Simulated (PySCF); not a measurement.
I4Zr, multiplicity 1. Atoms are numbered in the order given.

```xyz
5

Zr     0.0000     0.0000     0.0000
I      1.5453     1.5453    -1.5453
I     -1.5453     1.5453     1.5453
I     -1.5453    -1.5453    -1.5453
I      1.5453    -1.5453     1.5453
```
Charge 0, spin multiplicity 1.

Geometry: PBE0-D3(BJ)/def2-SVP. The spin state was assumed, not searched. The isomer is the one that the SMILES or the coordinates give; other isomers of the formula were not compared. The def2 effective core potentials stand for the cores of I, Zr; spin–orbit coupling is left out.

Method: PBE0-D3(BJ)/def2-SVP run with PySCF.

Frequencies are harmonic and unscaled.

Modes within 1.5 cm⁻¹ of each other (mostly degenerate sets) share a row, with their intensities summed.

Computed harmonic wavenumbers and intensities:
| mode | ν (cm⁻¹) | IR (km/mol) | moving atoms (share of kinetic energy) |
|---|---|---|---|
| 1–2 | 43 | 0.0 | I 100 % |
| 3–5 | 53 | 0.0 | I 84 %, Zr 16 % |
| 6 | 166 | 0.0 | I 100 % |
| 7–9 | 265 | 155.1 | Zr 69 %, I 31 % |
